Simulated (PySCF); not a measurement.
**SeCl4: fields on a plane**

Method: PBE0/[Se def2-SVP, Cl def2-SVP], no relativity, density fitting, PySCF.

The singlet minimum has Se–Cl 2.166 Å (×2), Se–Cl 2.329 Å (×2); Cl–Se–Cl 91.1° (×4), Cl–Se–Cl 102.4°, Cl–Se–Cl 176.4°.

The plane holds Se1 at (0.00, 0.00), Cl2 at (2.33, 0.00), Cl3 at (-2.32, -0.09), Cl4 at (-0.04, 2.17) Å. Columns run from x = -4.35 to 4.65 Å, rows from y = 4.35 (top) to -1.95 Å, in steps of 0.3 Å. Other isomers or separated fragments may lie lower.

Task: Give the electron localisation function (set to 0 where the density is under 0.005 e/Å³). Lower edges of the bins: '0' 0.000, '1' 0.092, '2' 0.184, '3' 0.276, '4' 0.368, '5' 0.461, '6' 0.553, '7' 0.645, '8' 0.737, '9' 0.829; top 0.92.

Result: 
```
0000000000000000000000000000000
0000000000000000000000000000000
0000000000012222221000000000000
0000000001344444444200000000000
0000000003567777776520000000000
0000000025789978998640000000000
0000000016899410799750000000000
0000000005899179299720000000000
0000000001699197398400011000000
0001343100278712885100355420000
0014567620025788741014777642000
0135789873113677531158998753100
0146899997324433443489999864200
0247996478644144144685118974200
0257952808753466435771882974200
0247928817753466435771882874200
0247970128645144154685118974200
0246899898535544663489999864100
0135799997313677741378998753100
0024678876201466410157887641000
0002466653100123100024665320000
0000133321000011000001222000000
```

Task: Give the electron density (e/Å³) (cut at 5 e/Å³). Every second row and column.

Result: 
```
0.00 0.00 0.00 0.00 0.00 0.00 0.00 0.00 0.00 0.00 0.00 0.00 0.00 0.00 0.00 0.00
0.00 0.00 0.00 0.00 0.00 0.01 0.02 0.04 0.03 0.01 0.00 0.00 0.00 0.00 0.00 0.00
0.00 0.00 0.00 0.00 0.00 0.04 0.19 0.41 0.28 0.08 0.01 0.00 0.00 0.00 0.00 0.00
0.00 0.00 0.00 0.00 0.01 0.13 1.10 3.87 1.75 0.29 0.03 0.00 0.00 0.00 0.00 0.00
0.00 0.00 0.00 0.01 0.02 0.15 1.38 5.00 2.08 0.35 0.04 0.01 0.01 0.00 0.00 0.00
0.00 0.01 0.04 0.09 0.09 0.10 0.43 1.13 0.72 0.16 0.09 0.14 0.10 0.03 0.00 0.00
0.00 0.04 0.25 0.88 0.71 0.24 0.43 1.07 0.73 0.27 0.53 1.32 0.73 0.12 0.01 0.00
0.01 0.08 0.78 5.00 2.49 0.68 1.00 5.00 5.00 0.59 1.46 5.00 1.88 0.26 0.02 0.00
0.01 0.07 0.66 2.90 2.03 0.56 0.74 5.00 1.79 0.43 1.06 2.67 1.43 0.20 0.02 0.00
0.00 0.03 0.17 0.57 0.48 0.16 0.17 0.38 0.28 0.11 0.22 0.46 0.27 0.06 0.01 0.00
0.00 0.00 0.03 0.06 0.05 0.03 0.02 0.04 0.03 0.02 0.03 0.05 0.03 0.01 0.00 0.00
```
